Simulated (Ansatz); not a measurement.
The first iterations of a band of C₅H₉ClO (16 atoms, charge 0, multiplicity 1).

Level of theory: Ansatz, RKS PBE/STO-3G.

```
movable images  : 8
climbing image  : no
spring          : 5.0 eV/Å²
optimiser       : quadratic models (default)
start path      : through a guess of the saddle point
force threshold : 0.05 eV/Å
iteration limit : 54
end points      : relaxed
```

Image 0:

```xyz
16
Properties=species:S:1:pos:R:3
C 0.141 -2.217 -0.770
C 0.272 -1.296 0.224
O -0.233 -1.568 1.516
C 1.038 0.036 -0.006
C 0.209 1.335 0.278
C -1.131 1.418 -0.499
Cl -0.145 1.425 2.131
H -0.376 -3.170 -0.595
H 0.566 -2.041 -1.765
H -0.160 -0.642 1.991
H 1.957 0.070 0.620
H 1.355 0.080 -1.069
H 0.836 2.235 0.086
H -0.908 1.445 -1.585
H -1.686 2.335 -0.225
H -1.758 0.532 -0.290
```

Image 9:

```xyz
16
Properties=species:S:1:pos:R:3
C 0.476 -2.265 0.611
C 0.186 -1.289 -0.287
O -0.905 -1.472 -1.189
C 0.967 0.045 -0.358
C 0.295 1.244 0.407
C -1.169 1.536 -0.029
Cl 0.336 0.921 2.242
H -0.103 -3.198 0.645
H 1.284 -2.132 1.341
H -0.811 -0.658 -1.822
H 1.984 -0.106 0.057
H 1.084 0.362 -1.420
H 0.924 2.153 0.267
H -1.184 1.825 -1.098
H -1.586 2.370 0.566
H -1.803 0.641 0.113
```

| iteration | highest image above the first end (eV) | largest band force component (eV/Å) |
| --- | --- | --- |
| 1 | 3.980 | 11.758 |
| 2 | 0.813 | 2.471 |
| 3 | 0.540 | 1.024 |
| 4 | 1.912 | 2.970 |

**Question.** Does the band converge within its limit, and where does its top end?

**Answer.** The run converged. It ended after 12 iterations with the highest image 0.346 eV above the first end. No image climbed, so the highest image needn't sit at the top of the path. Limits of this set-up: minimal basis.

The run took 3.9 min on 1 thread of Intel(R) Xeon(R) 6975P-C (Granite Rapids) (shared host), peak memory 0.12 GiB.
